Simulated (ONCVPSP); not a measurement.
iridium (Ir), ONCV: configuration errors across variants

| Quantity | Value |
| --- | --- |
| Element | iridium |
| Generator | ONCVPSP 4.0.1 |
| Type | optimised norm-conserving Vanderbilt (ONCV) |
| Functional | revPBE |
| Relativity | scalar-relativistic |
| Frozen core | [Kr] 4d10 4f14 |
| Valence charge | 17 |
| Reference configuration | 5s2 5p6 5d7 (charge +2) |
| Partial waves | 5s: rc 1.10 bohr, ncon 4, nbas 8, qcut 6.6 1/bohr, 2 projectors, debl 3.8 Ha; 5p: rc 1.30 bohr, ncon 4, nbas 7, qcut 7 1/bohr, 2 projectors, debl 3.4 Ha; 5d: rc 1.50 bohr, ncon 3, nbas 8, qcut 7.3 1/bohr, 2 projectors, debl 2 Ha |
| Local potential | polynomial inside 1.00 bohr (lpopt 1, dvloc0 0 Ha) |
| Core correction | Teter function, fcfact 2.75, rcfact 1.65 |

In the s channel the program set the typed energies aside and used -4.247, 0.250 Ha.

All-electron excitation energies from the reference (eV): (1) 5s2 5p6 5d7 6s2 -27.117; (2) 5s2 5p6 5d7 6s1 -17.331; (3) 5s2 5p6 5d6 30.456; (4) 5s2 5p6 5d8 -18.628.

3 further variants failed, have other tests or too few solved ones, and are left out.

Errors AE − PS in meV (a dash: test not solved or not reliable):

```csv
change,(1),(2),(3),(4),bound ghosts,GHOST(+) flags above zero
base,+0.8,+3.0,-13,-1.3,none,s
s: qcut 4.5; p: qcut 4.7; d: qcut 4.9,-2.8,+1.7,-18,+3.3,none,s
s: qcut 5.9; p: qcut 6.3; d: qcut 6.6,-0.4,+2.6,-14,-1.1,none,s
s: qcut 6.4; p: qcut 6.8; d: qcut 7.1,+0.6,+3.0,-13,-1.3,none,s
s: qcut 7.2; p: qcut 7.6; d: qcut 8,+1.3,+3.2,-13,-1.3,none,s
```

Give the same row for: s: qcut 5; p: qcut 5.3; d: qcut 5.5.

-1.8, +2.1, -16, +1.0; bound ghosts: none; GHOST(+) flags above zero: s.
